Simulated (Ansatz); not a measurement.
Species: C₃H₅Cl (charge 0, singlet). 
Coordinates optimised at B3LYP-D3(BJ)/def2-TZVP (Ansatz, an electronic-structure program):
SMILES: C/C=C/Cl
```xyz
9

C     -2.4001     0.0573    -0.0666
C     -0.9526     0.4339    -0.0613
C      0.0292    -0.4473     0.0387
Cl     1.7132    -0.0083     0.0448
H     -2.8847     0.3888    -0.9890
H     -2.9297     0.5371     0.7609
H     -2.5361    -1.0211     0.0213
H     -0.7075     1.4873    -0.1443
H     -0.1263    -1.5137     0.1251
```

Basis-set convergence of Hartree-Fock and MP2 correlation energies (hartree) with Ansatz. Valence correlation only, unless marked. No spin-orbit coupling. No relativistic terms.

| basis | functions | E(HF) | E(corr, MP2) |
|---|---|---|---|
| cc-pV(D+d)Z | 90 | -576.00679 | -0.54977 |
| cc-pV(T+d)Z | 199 | -576.05468 | -0.69004 |
| cc-pV(Q+d)Z | 379 | -576.06579 | -0.74052 |

Extrapolating the two largest sets (X = 3 and 4) as X^-3: E(corr) = (64·(-0.74052) - 27·(-0.69004))/37 = -0.7774 Eh, an estimate of the basis-set limit. The largest set recovers 95.3 % of it, the smallest 70.7 %.
